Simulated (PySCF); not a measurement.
A GIAO shielding run with PySCF (density fitting, non-relativistic, gas phase) on SMILES C[C@@H]1[C@H](C)[P@@H+]1n1cccc1, [C$_{8}$H$_{13}$NP]+:

```
$ OMP_NUM_THREADS=1 python probes_run.py task.json out

{"job": {"kind": "nmr", "xc": "PBE0", "basis": "pcSseg-1"}, "charge": 1, "multiplicity": 1}
C     -2.031040    -0.674862    -0.829146
C     -1.790648    -0.586579     0.656055
C     -1.327786     0.745654     1.299140
C     -1.127316     1.976889     0.453795
P     -0.097556    -0.586085     1.302440
N      1.126816    -0.494435     0.203519
C      2.106451     0.500373     0.148261
C      2.988199     0.169763    -0.821335
C      2.574833    -1.071209    -1.385845
C      1.450798    -1.465616    -0.747278
H     -2.178885    -1.709351    -1.129519
H     -1.206699    -0.259435    -1.405052
H     -2.933708    -0.121172    -1.081342
H     -2.511003    -1.142341     1.250473
H     -1.775285     0.951169     2.268250
H     -0.652918     2.764957     1.033479
H     -2.097176     2.344402     0.123034
H     -0.521277     1.778961    -0.427311
H      0.190606    -1.256019     2.472686
H      2.060258     1.347023     0.805258
H      3.844728     0.737208    -1.125032
H      3.069938    -1.588241    -2.182932
H      0.833916    -2.334070    -0.871519
```

Hardware: 1 thread of an AMD EPYC 9R45 96-Core, shared host. The job also computes population analyses, field gradients, ring-centre shieldings.

Question: How large is the calculation?

Answer: 82 electrons, 242 basis functions and 1267 auxiliary functions.

Question: How long does it take, and how much memory does it need?

Answer: 28 s of wall time, with 14 SCF cycles and 5 response iterations; peak memory 1 GiB. Times on a shared host scatter by some tens of per cent.
